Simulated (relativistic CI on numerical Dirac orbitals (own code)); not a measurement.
Calculated at this level of theory: Dirac-Coulomb-Breit CI, separate exchange-only KLI orbitals for each configuration, model QED (radiative potential, 1s self-energy scaled to tabulated hydrogen-like ionisation energies), unscaled Slater integrals (own radial code, finite nucleus).

CI space (outside the closed core [Ar] 3d10): 4s2.4p6.4d8, 4s2.4p5.4d9, 4s2.4p6.4d7.4f, 4s.4p6.4d9, 4s2.4p5.4d8.4f, 4s.4p6.4d8.4f, 4s2.4p6.4d7.5s, 4s2.4p6.4d6.4f.5s, 4s2.4p6.4d7.5p, 4s2.4p5.4d8.5s, 4s2.4p6.4d7.5f, 4s2.4p6.4d6.5s.5p, 4p6.4d9.4f, 4s.4p6.4d7.4f.5s, 4s2.4p5.4d8.5d, 4s2.4p6.4d7.6p, 4s.4p6.4d8.5p, 4s2.4p6.4d7.6f, 4p6.4d9.5p, 4s2.4p5.4d8.5g, 4s2.4p6.4d7.7p, 4s2.4p5.4d8.6s, 4s2.4p6.4d7.7f, 4p6.4d10, 4p5.4d10.4f, 4p6.4d9.5s, 4p5.4d10.5s, 4p5.4d9.4f.5s. Double excitations out of closed p, d and f shells are left out; levels of such configurations are missing from the list, as are those of other unlisted configurations, and high levels can miss mixing partners. These lack a partner that the ground configuration has and come out too high: 4s2.4p5.4d8.5d, 4s2.4p5.4d8.5g, 4s2.4p5.4d8.6s.

At this charge energies of transitions that change n are usually good to better than 1 %, and those within a shell (Δn = 0) to a few per cent. Terms inside the open d or f shell come out 10 to 20 % too wide with unscaled integrals.

Outline of the computed level scheme of Ir XXXIV. Lowest level of each configuration: 4s2.4p6.4d8 3F_4 at 0.000 eV; 4s2.4p5.4d9 1D°_2 at 198.217 eV; 4s2.4p6.4d7.4f 3G°_4 at 206.578 eV.

Some strong electric-dipole decays among the lowest 45 levels: 4s2.4p6.4d7.4f 5H°_5 → 4s2.4p6.4d8 3F_4 (6.0e+10 s⁻¹); 4s2.4p5.4d9 3D°_3 → 4s2.4p6.4d8 3F_4 (5.0e+10 s⁻¹); 4s2.4p5.4d9 3P°_0 → 4s2.4p6.4d8 3P_1 (5.0e+10 s⁻¹); 4s2.4p6.4d7.4f 3F°_4 → 4s2.4p6.4d8 3F_4 (4.6e+10 s⁻¹); 4s2.4p5.4d9 1D°_2 → 4s2.4p6.4d8 1D_2 (4.4e+10 s⁻¹); 4s2.4p6.4d7.4f 3P°_1 → 4s2.4p6.4d8 1D_2 (4.3e+10 s⁻¹); 4s2.4p5.4d9 3D°_1 → 4s2.4p6.4d8 3P_2 (3.2e+10 s⁻¹); 4s2.4p6.4d7.4f 3F°_3 → 4s2.4p6.4d8 3F_4 (3.2e+10 s⁻¹).

LS names give the leading component of a level, which can be under half, so a name can repeat, a term be missing and a line seem to break the LS rules.
